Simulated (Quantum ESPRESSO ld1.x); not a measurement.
The numbers below are computed, except where a source is named.
Question: All-electron atom: Tm2+ in [Xe] 4f12 7f1 (not the ground configuration). Level of theory: non-relativistic Kohn-Sham, LDA (Slater exchange, Perdew-Wang correlation), spin-polarised, spherical densities, point nucleus; open shells are filled with parallel spins first; relativity is left out, which matters for an element this heavy (ld1.x of Quantum ESPRESSO 7.5). Some entries of the table are withheld. Estimate them.

orbital  occ.  eigenvalue (eV)  <1/r> (bohr^-1)
1s down     1         -55065.6            68.41
1s up       1         -55065.6            68.41
2s up       1         -8931.60            15.98
2s down     1         -8931.53            15.98
2p up       3         -8535.65            16.01
2p down     3         -8535.60            16.01
3s up       1         -2016.14            6.086
3s down     1         -2014.97            6.088
3p up       3         -1835.53            6.035
3p down     3         -1834.46            6.037
3d up       5         -1497.78            5.949
3d down     5         -1496.99            5.951
4s up       1         -410.168            2.608
4s down     1         -408.311            2.607
4p up       3         -337.204            2.515
4p down     3         -335.365            2.514
4d up       5         -205.401            2.310
4d down     5         -203.597            2.308
5s up       1              (1)              (2)
5s down     1              (3)              (4)
5p up       3         -52.4222           0.8939
5p down     3         -51.8789           0.8889
4f up       7         -39.2734            1.806
4f down     5         -37.6381            1.796
7f up       1          -3.2114          0.09762
7f down     0          -3.0473          0.09671

Answer: 
(1) 5s up eigenvalue (eV): -72.4543
(2) 5s up <1/r> (bohr^-1): 1.006
(3) 5s down eigenvalue (eV): -71.7796
(4) 5s down <1/r> (bohr^-1): 1.001
